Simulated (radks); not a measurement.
Values are calculated unless marked as measured or tabulated.
Question: Mean orbital radii <r> (bohr) of the iodine ion I+, [Kr] 4d10 5s2 5p4, of relativity; Dirac values are averaged over j with weights 2j + 1. Spin-unpolarised spherical Kohn-Sham, LDA (Slater exchange, Perdew-Wang correlation), point nucleus unless stated (finite: rms radius 4.75 fm), a radial shooting solver on a logarithmic mesh with Libxc functionals. A level marked "c x" has the speed of light scaled by that factor and shares open shells by 2j + 1; other Dirac levels either fill j = l - 1/2 first or share by 2j + 1.

shell       non-rel.
2s            0.1236
2p            0.1052
3s            0.3284
3p            0.3186
3d            0.2891
4s            0.7703
4p            0.8050
4d            0.9145
5s             1.992
5p             2.337
6s (empty)     5.147
4f (empty)     15.17

Give the values at the level "Dirac, c x 100".

Answer: 
shell       Dirac, c x 100  change of magnitude (%)
2s                  0.1236                    0.00
2p                  0.1052                    0.00
3s                  0.3284                    0.00
3p                  0.3186                    0.00
3d                  0.2891                    0.00
4s                  0.7703                    0.00
4p                  0.8050                    0.00
4d                  0.9145                    0.00
5s                   1.992                    0.00
5p                   2.337                    0.00
6s (empty)           5.147                    0.00
4f (empty)           15.17                    0.00
